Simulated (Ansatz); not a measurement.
H2O3P, doublet, geometry from GFN2-xTB. Base run: CCSD/6-311G** (Ansatz, an electronic-structure program).

Ansatz was given this input:
Ansatz 0.2 input:
```yaml
crystal:
  periodic: [false, false, false]
  atoms:
    - {symbol: O, position_ang: [1.42718126, -0.12789258, 0.47029264]}
    - {symbol: P, position_ang: [0.19930597, 0.02167538, -0.31483825]}
    - {symbol: O, position_ang: [-0.89924470, -1.16220642, 0.03202880]}
    - {symbol: O, position_ang: [-0.64801295, 1.33248530, 0.10149129]}
    - {symbol: H, position_ang: [-0.49333564, -2.02094206, 0.15200511]}
    - {symbol: H, position_ang: [-1.53564298, 1.35672076, -0.25993306]}
basis:
  gaussian:
    orbitals: 6-311G__.json
magnetization: {spin_polarized: true, initial_magnetization: 1}
correlation: {method: ccsd}
```
The basis file holds 6-311G** in the JSON format of the Basis Set Exchange.

Variants of this job, named by their change:

```tsv
change	ΔE vs base (kcal/mol)	MP2 correlation (Eh)	CC correlation without the perturbative part (Eh)	basis functions	core-seconds (rough)
base	0.000	-0.70536	-0.71419	93	40
diis_vectors = 2	-0.001	-0.70536	-0.71419	93	40
lower_state_search = off	0.000	-0.70536	-0.71419	93	20
method = bccd_t	-15.09	-0.70536	-0.71187	93	50
method = mp2	(withheld)	-0.70536	-	93	2
reference functional = pbe0	(withheld)	-	(withheld)	93	30
electrons = outside_noble_gas	0.000	-0.70536	-0.71419	93	40
method = ccsd_t	-14.86	-0.70536	-0.71419	93	40
electrons = all	(withheld)	(withheld)	(withheld)	93	90
fitting = cc-pVTZ-JKFIT (mean field), cc-pVTZ-RIFIT (correlation)	0.152	-0.70529	-0.71415	93	20
```

Q: Complete the blanks.

A: 
- method = mp2, ΔE vs base (kcal/mol): 5.54
- reference functional = pbe0, ΔE vs base (kcal/mol): 4.72
- reference functional = pbe0, CC correlation without the perturbative part (Eh): -0.73837
- electrons = all, ΔE vs base (kcal/mol): -113.8
- electrons = all, MP2 correlation (Eh): -0.88681
- electrons = all, CC correlation without the perturbative part (Eh): -0.89562
